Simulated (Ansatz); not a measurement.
Cost and result for the atomization energy of CH₈O₂Si₂ (`O[SiH2]C[SiH2]O`) (13 atoms, 12 bonds).

```xyz
13

O    -0.0938   -0.4174    2.1667
Si    0.8841    0.5698    1.2906
C     1.0043   -0.0364   -0.4801
Si   -0.6369   -0.1201   -1.3355
O    -1.6878   -0.7832   -0.2258
H    -0.8784   -0.7008    1.6818
H     0.3808    1.9739    1.2595
H     2.2108    0.5574    1.9554
H     1.4711   -1.0270   -0.4827
H     1.6573    0.6380   -1.0465
H    -1.1042    1.2396   -1.7229
H    -0.6127   -0.9649   -2.5619
H    -2.5946   -0.9289   -0.4986
```

The species carries charge 0 and has multiplicity 1. Geometry: relaxed with PBE0-D4/def2-TZVP. It is one conformer, not always the lowest. Program: Ansatz. All runs use 2 threads of an AMD EPYC 7R13 on a shared host and a share of an NVIDIA H100 80 GB. Times are those of one run each, without the atoms' runs, and a repeat can differ threefold. Electronic energies, without spin–orbit coupling; frozen cores. CCSD(T)/CBS adds CCSD(T) − MP2 in def2-TZVPP to the MP2 limit, and its time is that of the two runs behind it. T1 = 0.011. B3LYP takes the VWN-RPA correlation (the form of Gaussian; ORCA's B3LYP/G).

CCSD(T)/CBS is a level of theory with its own doubt, some kJ/mol a heavy atom from the limit and from the frozen cores, so smaller differences don't rank the functionals.

| level | functions | wall time | atomization (kcal/mol) | difference from CCSD(T)/CBS | per bond |
| --- | --- | --- | --- | --- | --- |
| PBE-D4/def2-TZVPP (with forces) | 289 | 3.1 s | 1122.7 | -3.3 | -0.3 |
| r2SCAN-D4/def2-TZVPP (with forces) | 289 | 7 s | 1121.0 | -5.0 | -0.4 |
| ωB97X-V/def2-TZVPP | 289 | 8 s | 1125.3 | -0.7 | -0.1 |
| B3LYP-D4/def2-TZVPP (with forces) | 289 | 9 s | 1117.3 | -8.7 | -0.7 |
| B2PLYP/def2-TZVPP | 289 | 9.5 s | 1107.0 | -19.0 | -1.6 |
| CCSD(T)/def2-TZVPP | 289 | 11 s | 1095.1 | -30.9 | -2.6 |
| ωB97M-V/def2-TZVPP (with forces) | 289 | 11 s | 1124.4 | -1.6 | -0.1 |
| PBE0-D4/def2-TZVPP | 289 | 12 s | 1108.9 | -17.1 | -1.4 |
| MP2/def2-QZVPP | 551 | 13 s | 1127.7 | 1.7 | 0.1 |
| CCSD(T)/CBS(def2) | – | 24 s | 1126.0 | 0.0 | 0.0 |

In def2-TZVPP, CCSD(T) changes the Hartree–Fock value by +267.5 kcal/mol (the triples alone add +13.4 kcal/mol) and MP2 by +281.5 kcal/mol; breaking electron pairs costs correlation energy, which Hartree–Fock lacks. From PBE to PBE0 (25 % exact exchange), in def2-TZVPP and without D4, the atomization energy moves by −12.7 kcal/mol: exact exchange takes away binding that semilocal exchange gives to molecules. The D4 term adds +11.3 kcal/mol with B3LYP and +5.9 kcal/mol with PBE0; it sums over pairs of atoms, weighted by their polarisabilities, and B3LYP, whose exchange is more repulsive, gets the larger term.
